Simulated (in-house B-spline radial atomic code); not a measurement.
Configurations of the erbium ion Er⁸⁺, with energies counted from [Kr] 4d10 (4f5/2)6 (4f7/2)4 5s2 (5p1/2)2. Method: Dirac-Hartree-Fock, average of each configuration as written, Fermi nucleus of rms radius 5.2516 fm. Calculated with a B-spline radial code for spherical atoms. Energies include first-order Breit, QED and recoil terms.

Occupations are held fixed; configurations that lie above the ionisation limit could autoionise.

```tsv
configuration	E - E(ref) (eV)	highest orbital	its <r> (bohr)
[Kr] 4d10 (4f5/2)3 (4f7/2)7 5s2 (5p3/2)2	18.867	5p3/2	1.304
[Kr] 4d10 (4f5/2)4 (4f7/2)5 5s2 (5p1/2)1 (5p3/2)1 (6d5/2)1	91.502	6d5/2	2.921
[Kr] 4d10 (4f5/2)2 (4f7/2)7 5s2 (5p1/2)1 (5p3/2)1 (7d5/2)1	112.21	7d5/2	4.57
[Kr] 4d10 (4f5/2)5 (4f7/2)4 5s2 (5p1/2)1 (5p3/2)1 (6g9/2)1	116.29	6g9/2	4.732
[Kr] 4d10 (4f5/2)6 (4f7/2)4 5s2 (5p1/2)1 (7g7/2)1	124.74	7g7/2	6.866
[Kr] 4d10 (4f5/2)4 (4f7/2)6 5s2 (5p3/2)1 (9p1/2)1	136.37	9p1/2	7.839
[Kr] (4d3/2)3 (4d5/2)6 (4f5/2)6 (4f7/2)5 5s2 (5p3/2)2	199.72	5p3/2	1.303
[Kr] (4d3/2)3 (4d5/2)6 (4f5/2)6 (4f7/2)4 5s2 (5p3/2)2 (5g7/2)1	294.95	5g7/2	2.94
```

Problem. Order these further configurations by energy, lowest first.
A. [Kr] 4d10 (4f5/2)5 (4f7/2)4 5s2 (5p1/2)2 (6p1/2)1
B. [Kr] 4d10 (4f5/2)4 (4f7/2)7 5s2 (5p1/2)1
C. [Kr] 4d10 (4f5/2)4 (4f7/2)6 5s2 (5p1/2)2
D. [Kr] 4d10 (4f5/2)2 (4f7/2)8 5s2 (5p3/2)1 7s1
E. [Kr] 4d10 (4f5/2)4 (4f7/2)6 5s2 (5p1/2)1 (5p3/2)1

Solution. C (4.4566 eV), E (10.881 eV), B (20.271 eV), A (64.259 eV), D (107.93 eV).

Problem. How far above the reference does [Kr] 4d10 (4f5/2)2 (4f7/2)7 5s2 (5p1/2)2 9s1 lie?

Solution. 118.67 eV; its least bound orbital is 9s1/2 with <r> = 7.398 bohr.

Problem. How far above the reference does [Kr] (4d3/2)4 (4d5/2)5 (4f5/2)3 (4f7/2)7 5s2 (5p1/2)1 (5p3/2)1 (6g7/2)1 lie?

Solution. 294.29 eV; its least bound orbital is 6g7/2 with <r> = 4.728 bohr.

Problem. How far above the reference does [Kr] 4d10 (4f5/2)5 (4f7/2)4 5s2 (5p1/2)1 (5p3/2)1 (5g7/2)1 lie?

Solution. 102.69 eV; its least bound orbital is 5g7/2 with <r> = 2.943 bohr.
